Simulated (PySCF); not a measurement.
Compound: C₅H₃ClOS.
Geometry (PBE0-D3(BJ)/def2-SVP, Å), atoms numbered from 1 in this order:
```
atom  x, y, z in Å
O1     2.4291    0.6132    1.8240
C2     1.9585   -0.0474    0.9544
Cl3    2.8950   -1.3783    0.2122
C4     0.6270    0.0999    0.3819
C5     0.0041   -0.6009   -0.6319
C6    -1.3045   -0.1323   -0.8846
C7    -1.6490    0.9152   -0.0604
S8    -0.3988    1.3397    1.0202
H9     0.4920   -1.4206   -1.1588
H10   -1.9701   -0.5463   -1.6423
H11   -2.5922    1.4613   -0.0403
```

Level: CAM-B3LYP/def2-SVPD in PySCF, non-relativistic, on one gas-phase PBE0-D3(BJ)/def2-SVP geometry that isn't relaxed in the solvent. The solvent is an IEF-PCM continuum (Bondi radii, 1.10 Å for H, scaled by 1.2). The model holds no explicit solvent molecules, cavitation or dispersion.

Gas phase at CAM-B3LYP/def2-SVPD: HOMO -8.98 eV, LUMO -1.38 eV, dipole 4.28 D.

Problem. What does the continuum do to the energy, the frontier levels and the dipole at CAM-B3LYP/def2-SVPD in chloroform and dichloromethane?

Solution. 
| solvent | ε | E(solvent) − E(gas) (kJ/mol) | polarisation term (kJ/mol) | distortion of the solute (kJ/mol) | HOMO (eV) | LUMO (eV) | dipole (D) |
| --- | --- | --- | --- | --- | --- | --- | --- |
| chloroform | 4.711 | -14.82 | -17.33 | 2.51 | -8.81 | -1.31 | 5.38 |
| dichloromethane | 8.93 | -17.83 | -21.51 | 3.68 | -8.79 | -1.30 | 5.61 |

The first energy column is the sum of the next two and covers electrostatics alone. From chloroform to dichloromethane the lowering changes by a factor 1.20, Onsager's factor (ε − 1)/(2ε + 1) by 1.18 and ε itself by 1.9.

Problem. Which radius a makes the point-dipole formula ΔE = −[(ε − 1)/(2ε + 1)]·μ²/a³ give the value in dichloromethane, with the gas-phase dipole?

Solution. μ = 1.684 au and |ΔE| = 0.00679 Eh give a = 2.96 Å; the farthest nucleus lies 3.19 Å from the centroid of the nuclei, so such a sphere wouldn't even hold the nuclei. The formula assumes a rigid point dipole at the centre of a sphere.

Problem. Give the dipole vector in the frame of the coordinates (D, pointing from negative to positive charge), gas and dichloromethane.

Solution. Gas (-3.71, -0.14, -2.13), solvent (-4.82, -0.28, -2.85). Its length changes by +31 % and its direction by 1°.

Problem. How does the static polarisability (CAM-B3LYP/def2-SVPD, frozen core, with the continuum's full static response) change?

Solution. 
```tsv
medium	isotropic (au)	principal values (au)	⟨r²⟩ of the electrons (bohr²)
gas	93.8	56.2, 101.6, 123.6	1337.5
chloroform	120.8	70.0, 134.3, 158.0	1336.9
dichloromethane	127.3	74.2, 142.2, 165.4	1336.8
```

The isotropic value in dichloromethane is 1.36 times the gas-phase one; no cavity-field correction is applied. ⟨r²⟩ is taken about the centre of nuclear charge.
